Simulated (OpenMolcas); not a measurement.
## neutral zirconium: the spin-orbit constant, worked from levels

```yaml
Program: OpenMolcas
Basis: ANO-RCC-VQZP [8s7p5d3f2g1h]
Scalar_Hamiltonian: DKH2, point nucleus
Active_space: 4 electrons in 6 orbitals (4d 5s)
State_averaging: 2S+1 = 3 even, 71 roots; 2S+1 = 5 even, 15 roots kept (CI in the orbitals of an earlier block); 2S+1 = 1 even, 55 roots kept (CI in the orbitals of an earlier block)
Spin-orbit_coupling: RASSI with atomic mean-field integrals over the reference wave functions, term energies averaged over their components
```

Methods: CASSCF; MS-CASPT2, IPEA 0.25 Eh, imaginary shift 0.1 Eh (closed shells correlated: 4s 4p). Measured levels: NIST Handbook of Basic Atomic Spectroscopic Data.

**The spin-orbit constant.** For the Hund term 3F of d2, E(J) = (A/2) J(J+1) + constant and ζ = 2S·A = 2A. From J = 2 to J = 4 the energy changes by 7 A.

```csv
Source,E(4) - E(2),A,ζ
CASSCF,961.7,137.4,275
MS-CASPT2,1039.5,148.5,297
measured,1240.8,177.3,355
```

All in cm-1. MS-CASPT2 is off by -16.2 % and CASSCF by -22.5 %. Both methods take the spin-orbit matrix elements from the reference wave functions, so the second can move ζ only through the term energies and any multistate remixing. Second-order mixing with other terms is absorbed into this ζ.

CASPT2 does not keep the components of a term degenerate, so their means are used; among the terms shown or strongly mixed into the levels shown the widest spread is 900 cm-1 (4d2 5s2 3F, MS-CASPT2). Over all roots computed the reference weight is 0.84 to 0.91 in MS-CASPT2; the roots of lowest weight are the least certain, and an intruder state may touch them. Configurations are named by rounded mean occupations; where the s occupation lies near a half they are strongly mixed, a name can repeat and a true partner stay unpaired. Without dynamic correlation excited terms often stand tens of per cent too high (terms of higher spin than the ground term too low), and those without a measured partner can miss by more than the paired ones (holds for CASSCF). The lowest computed level is not the ground level that NIST lists (3F2) (holds for CASSCF). Blocks of more than 70 roots (2S+1 = 3 even) ran without multistate coupling (holds for MS-CASPT2). Measured partners are found by configuration, term and J. A level has none where our copy of the source lacks it or the pairing is in doubt (some pairs that miss far off the trend of their configuration count as doubtful), and it then counts in no deviation. Only configurations of the active space appear.
